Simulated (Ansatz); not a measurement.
A series at Nb: from `[NH]=[Nb]([Cl])([Cl])[Cl]`, ligands are replaced one by one, each step taking up NH₃ and setting free HCl; n counts the steps. Ansatz, PBE0-D4/def2-TZVP geometries. Each molecule was computed in one conformer, which needn't be the lowest.

```tsv
n	molecule	zero-point energy, PBE0-D4/def2-TZVP (kJ/mol)
0	`[NH]=[Nb]([Cl])([Cl])[Cl]`	46.7
1	`[NH]=[Nb]([NH2])([Cl])[Cl]`	110.6
2	`[NH]=[Nb]([NH2])([NH2])[Cl]`	?
3	`[NH]=[Nb]([NH2])([NH2])[NH2]`	232.3
```

Question: By hand: fit a straight line y = ȳ + b (n − n̄) to the 3 given rows and predict n = 2.

Answer: n̄ = 1.333, ȳ = 129.87; Σ(n − n̄)(y − ȳ) = 288.03, Σ(n − n̄)² = 4.667, so b = 61.72 kJ/mol a step. Prediction: 129.87 + (61.72) × (0.667) = 171.0 kJ/mol.

Question: By hand: compare with the computed value, 172.4 kJ/mol, and give the steps along the whole series.

Answer: The line misses by 1.4 kJ/mol (computed minus predicted). Steps: 63.9, 61.8, 59.9 kJ/mol.

The steps differ by at most 4.0 kJ/mol, 6 % of a mean step, so the ligands' effects nearly add and a line is close. The miss is 0.8 % of the series' range.
